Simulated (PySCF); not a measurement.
# Rubidium: a sound run and one with changed settings

Sound run: Rb+ [Kr], Rb(2+) [Ar] 3d10 4s2 4p5. Calculation: PySCF 2.14, in x2c-SVPall (6s4p5d1f, 50 functions); scalar relativity by spin-free X2C-1e. In the sound run the correlated levels freeze [Ar] 3d10 4s2. The sound run starts from symmetry-adapted Hartree-Fock orbitals and uses a fine grid where one is needed.

Changed run: basis STO-3G, all-electron and non-relativistic. This setting is unsound on purpose.

```csv
species,method,sound run (hartree),changed run (hartree),converged
Rb+,UHF,-2978.69172,-2907.64744,yes
Rb+,r2SCAN,-2980.52455,-2909.10303,yes
Rb+,MN15,-2982.32969,-2906.32184,yes
Rb+,MP2,-2978.77645,-2907.65895,yes
Rb+,CCSD(T),-2978.78442,-2907.66088,yes
Rb(2+),UHF,-2977.67677,-2906.67963,yes
Rb(2+),r2SCAN,-2979.46164,-2908.09829,yes
Rb(2+),MN15,-2981.27201,-2905.32675,yes
Rb(2+),MP2,-2977.73342,-2906.68506,yes
Rb(2+),CCSD(T),-2977.74139,-2906.68618,yes
```

Ionisation energy of Rb+:

```
 method  sound run (eV)  changed run (eV)
    UHF          27.618            26.336
 r2SCAN          28.923            27.340
   MN15          28.781            27.078
    MP2          28.382            26.501
SCS-MP2          28.324            26.499
   CCSD          28.362            26.521
CCSD(T)          28.382            26.523
```

A minimal basis cannot let orbitals breathe on ionisation and holds almost no correlation. The Hamiltonian changed with the basis, so the totals do not compare.

For comparison, NIST gives 27.290 eV between the lowest levels.
